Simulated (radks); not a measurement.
Values are calculated unless marked as measured or tabulated.
Coherent X-ray form factor from a spherical all-electron density. Code: a radial shooting solver on a logarithmic mesh with Libxc functionals. Model: non-relativistic Kohn-Sham, PBE, spin-polarised, spherical densities, point nucleus.

| sin(theta)/lambda (1/angstrom) | f0 (electrons) |
|---|---|
| 0.05 | 30.945 |
| 0.1 | 30.780 |
| 0.15 | 30.511 |
| 0.2 | 30.141 |
| 0.25 | 29.680 |
| 0.3 | 29.137 |
| 0.4 | 27.846 |
| 0.5 | 26.360 |
| 0.6 | 24.766 |
| 0.8 | 21.535 |
| 1 | 18.528 |
| 1.25 | 15.257 |
| 1.5 | 12.521 |
| 2 | 8.555 |

The species is in the configuration that NIST lists as its ground one. Which atom or ion scatters so?

Answer. The barium ion Ba25+, [Ar] 3d10 4s2 4p1. Extrapolating in s^2 from the first two rows gives f0(0) = 31.0, near the electron count 31; among species with that count, the fall with angle is slower the higher Z, and the table is that of Z = 56; from so few rows the species is fixed only to a neighbour or two.
